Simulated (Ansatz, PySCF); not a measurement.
Energy difference 5 R1 + R2 → P1 + P2 + 2 P3 + 2 P4, each structure at its B3LYP-D3(BJ)/def2-TZVP stationary point, reached from a drawn start (curvature not checked).
P1: CH4 (SMILES C), charge 0, multiplicity 1.
R1: H2 (SMILES [H][H]), charge 0, multiplicity 1.
P2, H2O (SMILES O) (charge 0, multiplicity 1):
| atom | x (Å) | y (Å) | z (Å) |
|---|---|---|---|
| O | 0.0000 | 0.0000 | 0.3896 |
| H | 0.0000 | 0.7650 | -0.1949 |
| H | 0.0000 | -0.7650 | -0.1949 |
P3, HF (SMILES F) (charge 0, multiplicity 1, Z-matrix in Å and degrees):
```
F
H 1 0.9245
```
P4, SiH4 (SMILES [SiH4]) (charge 0, multiplicity 1, Z-matrix in Å and degrees):
```
Si
H 1 1.4803
H 1 1.4803 2 109.47
H 1 1.4803 2 109.47 3 120.00
H 1 1.4803 2 109.47 3 -120.00
```
R2, CH6F2OSi2 (SMILES C[Si](F)(F)O[SiH3]) (charge 0, multiplicity 1):
```xyz
12

Si    -0.711    -0.426     0.416
O      0.710     0.053    -0.169
Si     2.335    -0.139    -0.341
F     -1.001    -1.911    -0.083
F     -0.612    -0.519     2.004
C     -2.076     0.699    -0.080
H      2.627    -1.484    -0.882
H      2.998     0.027     0.971
H      2.812     0.897    -1.280
H     -1.891     1.710     0.286
H     -2.162     0.740    -1.167
H     -3.028     0.355     0.326
```

P less R. No zero-point or thermal terms. One arrangement of each flexible species, with no search for the lowest.

Cores are frozen in the correlated methods.

Codes used: Ansatz (Gaussian basis) for Hartree–Fock, density functionals and correlated methods; PySCF for the D3/D4 terms. Each number belongs to the level named beside it.

**Question.** Give the reaction energy at the level r2SCAN-D4/def2-TZVPP.

**Answer.** 4.51 eV

**Question.** What reaction energy does PBE0/def2-TZVPP give?

**Answer.** 3.84 eV

**Question.** Predict the reaction energy from CCSD(T)/cc-pV(T+d)Z.

**Answer.** 4.31 eV

Ansatz is a quantum-chemistry and plane-wave program.
